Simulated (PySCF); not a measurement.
Correlation energy of Ge- (germanium, charge -1)

[Ar] 3d10 4s2 4p3, high-spin 4S determinant. All numbers are calculated (PySCF 2.14, a scalar-relativistic core potential, in aug-cc-pVDZ-PP with ECP10MDF (5s4p3d, 32 functions)). Frozen: 3s2 3p6 3d10; 5 electrons correlated.

| level | correlation energy (mhartree) |
| --- | --- |
| CCSD | -70.68 |
| (T) | -1.80 |
| CCSD(T) | -72.48 |
| CCSDT | -72.99 |

Diagnostics: T1 = 0.0084, D1 = 0.0148, largest double amplitude 0.045.

Task: Is a single reference adequate?

Result: Yes, within this model without spin-orbit coupling: T1 lies below 0.03 and no double amplitude reaches 0.07.
